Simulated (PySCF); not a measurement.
SMILES Clc1ccccc1-c1ccccc1Cl at its GFN2-xTB optimised geometry (Å):

```
22

Cl    -2.0475    -0.8959    -0.0349
C     -1.1861     0.6074     0.0000
C     -1.9029     1.7923    -0.0002
C     -1.2272     2.9996     0.0034
C      0.1575     3.0197     0.0035
C      0.8656     1.8325     0.0000
C      0.2065     0.6074     0.0000
C      0.9732    -0.6544     0.0028
C      0.8757    -1.5355     1.0749
C      1.5935    -2.7168     1.0907
C      2.4208    -3.0382     0.0277
C      2.5297    -2.1780    -1.0505
C      1.8102    -0.9947    -1.0569
Cl     1.9350     0.0574    -2.4281
H     -2.9811     1.7630    -0.0068
H     -1.7851     3.9236     0.0030
H      0.6863     3.9606     0.0042
H      1.9453     1.8422     0.0036
H      0.2319    -1.2783     1.9027
H      1.5056    -3.3875     1.9318
H      2.9811    -3.9606     0.0332
H      3.1657    -2.4197    -1.8876
```

Calculation: B3LYP/def2-SVP in PySCF 2.14.0. Cells within 0.4 Å of a nucleus heavier than hydrogen are left out (blank, or x).

Map of the log10 of the electron density (e/bohr³), floored at −4 on the plane z = 0.0 Å:

```
|0000000000000000000000000000000|
|0000000000110000110000000000000|
|0000000012332112332100000000000|
|0000000124554334554310000000000|
|0000000245776556776420000000000|
|0000000246898767997531000000000|
|0000001247899889997531000000000|
|000000234689x99xx87532100000000|
|000002345789x99xx97654310000000|
|0000135678999889998876420000000|
|0000246899xx87689xx997531000000|
|0000246899xx87689x9997531000000|
|0000135788999889998776420000000|
|000012456789x99xx97654310000000|
|000001345689x99xx97654320000000|
|0000024678899888998765421000000|
|00000356899987679xx876432000000|
|000003579xx986678xx976543100000|
|0000035789x98656899876543210000|
|0000024678987656787766654310000|
|0000013466776545666677765420000|
|0000001345554334566789875420000|
|000000012333222345789x986420000|
|000000000000001345689x986420000|
|0000000000000002346789987420000|
|0000000000000001234578996420000|
|0000000000000000123456775420000|
|0000000000000000012234554310000|
|0000000000000000000122332100000|
|0000000000000000000000110000000|
|0000000000000000000000000000000|
```
Scale: ten equal steps from -4.00 (start of '0') to -0.429 (end of '9'), in the order '0123456789'; x runs from -6.00 to 6.00, y from -6.00 (bottom) to 6.00 (top).
